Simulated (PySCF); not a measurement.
C5H9F. Atoms are numbered in the order given.

```xyz
15

C     -1.3716    -1.0150     0.6494
C     -0.7517    -0.1443    -0.1504
C     -1.2816     0.2601    -1.5031
C      0.5488     0.5099     0.2670
C      1.7226     0.1440    -0.6295
F      0.8734     0.1512     1.5659
H     -0.9539    -1.2774     1.6239
H     -2.3150    -1.4815     0.3494
H     -0.6393    -0.1167    -2.3164
H     -1.3196     1.3584    -1.6029
H     -2.2951    -0.1346    -1.6623
H      0.4050     1.6077     0.2641
H      2.6445     0.6028    -0.2423
H      1.5633     0.5003    -1.6579
H      1.8505    -0.9492    -0.6494
```
Charge 0, spin multiplicity 1.

Geometry: ωB97X-D3(BJ)/def2-SVP. One conformer was computed; it need not be the lowest.

Method: PBE0/pcSseg-1 run with PySCF.

GIAO shieldings, no solvent; atoms listed in one row are averaged. δ = σ(ref) − σ: ¹³C against TMS (σ = 186.3 ppm); ¹⁹F against CFCl3 (σ = 167.2 ppm); ¹H against TMS (σ = 31.56 ppm), references at their B3LYP-D3(BJ)/def2-TZVP geometries, non-relativistic.

Computed chemical shifts:
```tsv
nucleus	atoms	count	δ (ppm)
¹³C	C2	1	155.5
¹³C	C1	1	118.8
¹³C	C4	1	95.2
¹³C	C5	1	24.6
¹³C	C3	1	23.7
¹⁹F	F6	1	-208.0
¹H	H7	1	5.93
¹H	H8	1	5.58
¹H	H12	1	5.05
¹H	H9, H10, H11	3	1.99
¹H	H13, H14, H15	3	1.64
```
